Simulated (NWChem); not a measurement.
System: C2H5N3Si; SMILES N[SiH]1N=CC=N1

```xyz
11

N      0.0548     2.1045     0.5162
Si    -0.0473     0.6756    -0.4236
N      1.3455    -0.4139    -0.1121
C      0.8096    -1.5343     0.1893
C     -0.7192    -1.5924     0.2324
N     -1.3474    -0.5141    -0.0399
H      0.2795     2.0639     1.5027
H     -0.5306     2.9016     0.3001
H     -0.1756     1.0572    -1.8475
H      1.4062    -2.4277     0.4096
H     -1.2312    -2.5284     0.4866
```
Atoms are numbered in this order, from 1.

Results from NWChem. Coordinates come from a B3LYP/6-31G* (spherical d) optimisation.

Order these by “highest occupied level (eV)”, lowest first: CAM-B3LYP/def2-TZVP; LDA (Slater exchange, VWN5)/def2-TZVP; TPSSh/def2-TZVP; PBE0/def2-TZVP.

CAM-B3LYP/def2-TZVP (-8.87), PBE0/def2-TZVP (-7.43), TPSSh/def2-TZVP (-6.65), LDA (Slater exchange, VWN5)/def2-TZVP (-6.14)
